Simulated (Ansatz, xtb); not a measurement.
# Two structures of AlFH2Si2

Structure I is a singlet given by its coordinates and structure II is a singlet given by its coordinates. Both are isolated molecules in the gas phase, relaxed with B3LYP/6-31G*.

I (Å):

| atom | x (Å) | y (Å) | z (Å) |
| --- | --- | --- | --- |
| Al | -0.7587 | -1.5815 | 2.5856 |
| F | -1.6864 | -2.7160 | 1.8127 |
| Si | 0.5376 | -0.0038 | 3.7207 |
| Si | 0.6659 | 0.4557 | 1.5323 |
| H | 1.4765 | 1.6023 | 1.0273 |
| H | 0.0710 | -0.1750 | 0.3022 |

Close contacts (Å): Al1–F2 1.66, Al1–Si3 2.34, Al1–Si4 2.70, Si3–Si4 2.24, Si4–H5 1.49, Si4–H6 1.50.

II (Å):

```
atom    x (Å)    y (Å)    z (Å)
  Al  -0.7557   0.0086   2.3343
   F  -0.5046  -1.0048   3.6387
  Si  -0.4932  -0.3337  -0.1730
  Si   1.2109  -0.9917   0.8713
   H  -1.5880   1.3196   2.6503
   H   2.4286  -1.4590   1.6016
```

Close contacts (Å): Al1–F2 1.67, Al1–Si3 2.54, Al1–Si4 2.65, Si3–Si4 2.10, Al1–H5 1.58, Si4–H6 1.49.

Estimate E(II) − E(I) at the level CCSD(T)/def2-TZVP.

Calculated at CCSD(T)/def2-TZVP: E(II) − E(I) = +39.1 kJ/mol, so structure I lies lower.

Level by level:

```csv
level,geometry,E(II) − E(I) (kJ/mol),departure from the last row (kJ/mol),"job, with rough time for the two"
B3LYP/6-31G*,B3LYP/6-31G*,+46.3,+7.2,"optimisation, 3.2 min"
HF/def2-TZVP,B3LYP/6-31G*,+42.8,+3.7,part of the CCSD(T) run
MP2/def2-TZVP,B3LYP/6-31G*,+42.5,+3.4,part of the CCSD(T) run
CCSD(T)/def2-TZVP,B3LYP/6-31G*,+39.1,,"single point, 2.3 min"
```

The levels shown agree on the order. The largest departure from CCSD(T)/def2-TZVP is that of B3LYP/6-31G*, 7.2 kJ/mol. Levels run at GFN2-xTB geometries aren't shown.

With harmonic frequencies from B3LYP/6-31G* (ideal gas, rigid rotor, one conformer each, 298.15 K, 1 atm): on the last row, ΔE + ΔZPE = +35.3 kJ/mol. A mode under 50 cm⁻¹ makes harmonic enthalpies and free energies unreliable, so none is given.

The correlated steps freeze 16 core orbitals. Programs: Ansatz 0.2.0; the last row on 1 thread of AMD EPYC (Zen 3) on a shared host.
